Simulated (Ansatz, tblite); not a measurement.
Cost and result up the ladder for the cluster Ge₂S₄⁻ (6 atoms). Total charge -1; doublet. Geometry: PBE-D4/def2-SVPD.

```xyz
6

Ge    1.216    0.751   -2.307
Ge    0.798   -0.143    0.740
S    -2.092   -0.366    2.649
S     0.398    1.879   -0.511
S     1.199   -1.308   -1.333
S    -1.520   -0.814    0.761
```

Ansatz on 4 threads of Arm Neoverse V1 on a shared host; xTB runs through tblite on one thread. Times are rough, summed over both states, and most runs start from the orbitals of an earlier one. PBE0-D4/def2-TZVPD serves as the yardstick here, not as an exact answer. The other state is a triplet.

The xTB rows come from tblite. HOMO above LUMO, or a gap near zero within one spin, warns that the state may not be the lowest or that an electron is smeared out. Another isomer (doublet) lies 0.06 eV lower at r2SCAN-D4/def2-TZVPD; other spin states weren't run for this one.

Raw xTB energies of ions are shifted by several eV, and xTB has no spin-polarisation term.

```tsv
level	functions	wall time	vertical IE (eV)	difference from PBE0-D4/def2-TZVPD (eV)	remarks
GFN1-xTB	54	0.022 s	7.31	3.59	–
GFN2-xTB	54	0.026 s	8.31	4.58	–
PBE-D4/def2-TZVPD	292	26 s	3.48	-0.24	gap within one spin near zero (triplet)
PBE0-D4/def2-TZVPD	292	58 s	3.72	0.00	–
r2SCANh-D4/def2-TZVPD (with forces)	292	92 s	3.67	-0.05	–
```
